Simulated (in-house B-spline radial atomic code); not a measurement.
Checks on a self-consistent run for In3+, [Ar] (3d3/2)3 (3d5/2)6 4s2 4p6 4d10 7s1. Level of theory: Dirac-Hartree-Fock, average of the jj configuration, Fermi nucleus of rms radius 4.6156 fm; calculated with a B-spline radial code for spherical atoms.

| orbital | q | ε (Eh) | <1/r> | <r²> | small-component weight |
| --- | --- | --- | --- | --- | --- |
| 1s1/2 | 2 | -1035.73481 | 51.8577 | 0.00119415 | 0.03234 |
| 2s1/2 | 2 | -160.90546 | 12.0285 | 0.0193391 | 0.0068526 |
| 2p1/2 | 2 | -149.74582 | 11.9745 | 0.014452 | 0.0068361 |
| 2p3/2 | 4 | -142.05263 | 11.1874 | 0.0157708 | 0.0065362 |
| 3s1/2 | 2 | -33.85597 | 4.28138 | 0.135587 | 0.0020056 |
| 3p1/2 | 2 | -29.21558 | 4.17631 | 0.130934 | 0.0019365 |
| 3p3/2 | 4 | -27.90695 | 3.99539 | 0.138819 | 0.0018675 |
| 3d3/2 | 3 | -20.08304 | 3.80741 | 0.122498 | 0.0017215 |
| 3d5/2 | 6 | -19.82192 | 3.78417 | 0.12125 | 0.0017194 |
| 4s1/2 | 2 | -7.10371 | 1.6547 | 0.788474 | 0.00051856 |
| 4p1/2 | 2 | -5.52016 | 1.54472 | 0.886104 | 0.00046468 |
| 4p3/2 | 4 | -5.25835 | 1.49024 | 0.93613 | 0.00044489 |
| 4d3/2 | 4 | -2.68982 | 1.25431 | 1.33134 | 0.00033767 |
| 4d5/2 | 6 | -2.66619 | 1.22192 | 1.35126 | 0.00031597 |
| 7s1/2 | 1 | -0.40641 | 0.179694 | 61.7465 | 1.6221e-05 |

Electron-electron repulsion V_ee = 2109.6219 hartree.

(1) What total energy follows from the eigenvalues?

(2) Does the Dirac virial theorem hold?

(3) What diamagnetic shielding (Lamb formula) and susceptibility (Langevin formula) do the radii give?

Answers

(1) The eigenvalues count the repulsion twice, so E = Σqε - V_ee = -3751.378 - 2109.622 = -5861.000 hartree; the run printed -5861.000.

(2) For a point nucleus E = -2c²Σq·w, with w the small-component weight. Here Σq·w = 0.15605 and c = 137.0360, so the ratio E/(-2c²Σq·w) is 1.000045; the finite nucleus accounts for the departure from 1.

(3) σ = (α²/3)Σq<1/r> = 288.384/(3·137.036²) = 5118.9 ppm, and χ = -0.79199×10⁻⁶·Σq<r²> = -66.99×10⁻⁶ cm³/mol with Σq<r²> = 84.589 bohr². Both are non-relativistic formulas without the paramagnetism of open shells.
